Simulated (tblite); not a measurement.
Computed values, GFN2-xTB/tblite, gas phase, harmonic and unscaled. Against measured fundamentals such values can be off by several per cent, at times by over 20. Modes of hydrogen on silicon can be 10 to 20 % off. One conformer each. Open shells enter through the occupations alone, without spin polarisation, and single modes of such species can be off by tens of per cent. Thermal functions are those of the rigid rotor and harmonic oscillator, without mixing of conformers.

**Question.** Order these by their ideal-gas entropy at 298.15 K and 1 bar, highest first (J/(mol K)).
A. `Cl/C(C=O)=C/[SiH2]` [radical]
B. `O[SiH2]CC(F)=C(F)F`
C. `C([C@@H]1/C([SiH2]C[SiH2]1)=C/F)#N`
D. `C[C@H](F)CC[C@@H](C)[SiH3]`
E. `N#C[Si@@H]1CC[SiH2]/C1=C\F`

**Answer.** D (444.7), E (439.1), C (434.4), B (413.4), A (368.2).

```json
{"SMILES": "C[C@H](F)CC[C@@H](C)[SiH3]", "atoms": "23", "mass (u)": "134.09", "symmetry number": "1", "modes under 300 cm⁻¹": "9", "ZPE (kJ/mol)": "505.4", "S translation (J/(mol K))": "169.9", "S rotation": "125.2", "S vibration": "149.6", "S spin": "0.0", "S": "444.7", "Cp": "182.9"}
{"SMILES": "N#C[Si@@H]1CC[SiH2]/C1=C\\F", "atoms": "17", "mass (u)": "157.02", "symmetry number": "1", "modes under 300 cm⁻¹": "7", "ZPE (kJ/mol)": "294.4", "S translation (J/(mol K))": "171.9", "S rotation": "127.0", "S vibration": "140.2", "S spin": "0.0", "S": "439.1", "Cp": "180.3"}
{"SMILES": "N#C[C@H]1[SiH2]C[SiH2]/C1=C\\F", "atoms": "17", "mass (u)": "157.02", "symmetry number": "1", "modes under 300 cm⁻¹": "7", "ZPE (kJ/mol)": "286.9", "S translation (J/(mol K))": "171.9", "S rotation": "125.8", "S vibration": "136.7", "S spin": "0.0", "S": "434.4", "Cp": "181.1"}
{"SMILES": "O[SiH2]CC(F)=C(F)F", "atoms": "13", "mass (u)": "142.01", "symmetry number": "1", "modes under 300 cm⁻¹": "7", "ZPE (kJ/mol)": "198.1", "S translation (J/(mol K))": "170.7", "S rotation": "122.7", "S vibration": "120.0", "S spin": "0.0", "S": "413.4", "Cp": "152.8"}
{"SMILES": "O=C/C(Cl)=C\\[SiH2]", "atoms": "10", "mass (u)": "118.97", "symmetry number": "1", "modes under 300 cm⁻¹": "5", "ZPE (kJ/mol)": "145.3", "S translation (J/(mol K))": "168.5", "S rotation": "119.3", "S vibration": "74.7", "S spin": "5.8", "S": "368.2", "Cp": "118.1"}
```

Entropies and Cp are for 298.15 K and 1 bar.
